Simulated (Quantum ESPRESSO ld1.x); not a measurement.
These are the eigenvalues of the occupied orbitals of an atom or ion with whole-number occupations (hartree). Method: Dirac Kohn-Sham, LDA (Slater exchange, Perdew-Zunger correlation), spin-unpolarised, spherical densities, point nucleus; computed with ld1.x of Quantum ESPRESSO 7.5.

1s1/2: -126.580
2s1/2: -21.0866
2p1/2: -19.0210
2p3/2: -18.9246

Which element is it, and in what charge state? The configuration may be excited. Open shells, if any, are shared by 2j + 1.

Answer. Z = 18, argon, charge +10: Ar10+ in [He] 2s2 2p4. The list shows which subshells hold electrons but not how many an open one holds; the 1s level, -126.58 hartree, gives Z - s = 15.9 by -(Z - s)^2/2, which with screening and relativity narrows Z to a few neighbours, and the depths of the outer levels then fix element, charge and occupations together.
